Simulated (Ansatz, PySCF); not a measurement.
C₃H₃F₃, SMILES FC1(F)C[C@@H]1F.

Coordinates come from a PBE0-D3(BJ)/def2-SVP optimisation. The structure was generated by enumeration; whether it is a known compound was not checked.

Vertical ionisation energy (IE) and electron affinity (EA) in eV. Rows of orbital energies are one-electron estimates. Where ΔSCF, EOM or ADC give a negative EA the extra electron is unbound and the value depends on the basis.

```tsv
level	IE	EA
−ε(HOMO), −ε(LUMO), r2SCAN/def2-TZVP (PySCF)	7.09	-0.37
−ε(HOMO), −ε(LUMO), PBE/def2-TZVP (PySCF)	6.79	0.10
ΔSCF, CAM-B3LYP/def2-SVPD (Ansatz), final states of multiplicity 2 and 2	11.21	-1.85
ΔSCF, PBE/def2-SVPD (Ansatz), final states of multiplicity 2 and 2	10.52	-1.59
```

Q: What vertical singlet–triplet gap does ΔSCF give with CAM-B3LYP/def2-SVPD (Ansatz, a program for electronic structure) and with PBE/def2-SVPD (Ansatz)? (The exact figures need the calculation; the answer reports its results.)

A: 7.40 and 6.50 eV (triplet above singlet where positive).
